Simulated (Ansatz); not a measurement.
Isolated molecules relaxed with PBE0-D4/def2-TZVP in Ansatz; ΔE leaves out vibrations. CCSD(T)/CBS is the MP2 limit (def2-TZVPP, def2-QZVPP) plus CCSD(T) − MP2 in def2-TZVPP, frozen cores. This one scheme is used for every species, atoms too. Functionals use def2-TZVPP. Open shells (•) are unrestricted, without spin–orbit coupling. Spin–orbit coupling would lower the free atoms: a little for C, O; clearly for Se. Bonds to Se are less sure, by a few kJ/mol each and by 10 to 20 or more in all where they break to atoms, as the def2 sets lack core-valence functions. Scalar relativity is left out up to krypton. One conformer a species, not always the lowest.

Consider the atomization: `NCOC=[Se]` → 2 C• + 5 H• + N• + O• + Se•.

| level | ΔE (kcal/mol) |
| --- | --- |
| B2PLYP | 874.2 |
| PBE | 913.0 |
| CCSD/def2-TZVPP | 835.1 |
| CCSD(T)/def2-TZVPP | 855.0 |
| HF/def2-QZVPP | 584.0 |
| SCS-MP2/def2-QZVPP | 886.6 |
| MP2/CBS(def2) | 903.6 |
| CCSD/CBS(def2) | 863.5 |

Problem. What does CCSD(T)/CBS give? (An estimate is asked.)

Solution. Computed: +883.4 kcal/mol. The listed levels differ from it by -9.2, 29.6, -48.3, -28.4, -299.4, 3.2, 20.2, -19.9 kcal/mol.

Largest T1 diagnostic among the species: 0.016.

The D4 term adds +7.5 kcal/mol with B3LYP and +3.9 kcal/mol with PBE0; it sums over pairs of atoms, weighted by their polarisabilities, and B3LYP, whose exchange is more repulsive, gets the larger term. From PBE to PBE0 (25 % exact exchange), in def2-TZVPP and without D4, ΔE moves by −28.9 kcal/mol: exact exchange takes away binding that semilocal exchange gives to molecules. In def2-TZVPP, CCSD(T) changes the Hartree–Fock value by +272.0 kcal/mol (the triples alone add +19.9 kcal/mol) and MP2 by +292.2 kcal/mol; breaking electron pairs costs correlation energy, which Hartree–Fock lacks.

B3LYP here is the variant with VWN-RPA as its local correlation; programs differ in this.

For atomizations the MP2-based limit and the directly extrapolated one differ by several kJ/mol either way, and by 10 to 25 for some Ge, Se and Sn compounds, so smaller differences from it don't rank the levels.
